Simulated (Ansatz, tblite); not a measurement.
Forces on [VO2F2]- (VO2F2⁻) at its PBE-D4/def2-SVPD geometry. The state is a singlet with charge -1.

The xTB rows come from tblite. The restricted singlet is unstable towards broken spin symmetry in Hartree–Fock (as tested in another run); at PBE0-D4/def2-TZVPD this wasn't settled.

GFN1-xTB (tblite), largest force 1.80 eV/Å:

```xyz
5
positions Å, forces eV/Å
V     0.007    0.042   -0.027    0.222    1.346   -0.867
O    -0.728    1.466    0.238    0.681   -1.665   -0.092
O     1.001    0.188   -1.303   -1.023   -0.407    1.426
F    -1.232   -1.245   -0.351    0.642    0.574    0.244
F     0.953   -0.451    1.443   -0.522    0.151   -0.712
```

GFN2-xTB (tblite), largest force 2.60 eV/Å:

```
V 0.207 1.255 -0.808
O 1.189 -2.274 -0.441
O -1.600 -0.215 2.043
F 0.685 0.829 0.082
F -0.482 0.404 -0.876
```

PBE0-D4/def2-TZVPD (Ansatz), largest force 1.26 eV/Å:

```
V 0.140 0.848 -0.546
O 0.546 -1.129 -0.164
O -0.759 -0.166 0.998
F 0.357 0.340 0.119
F -0.283 0.107 -0.407
```
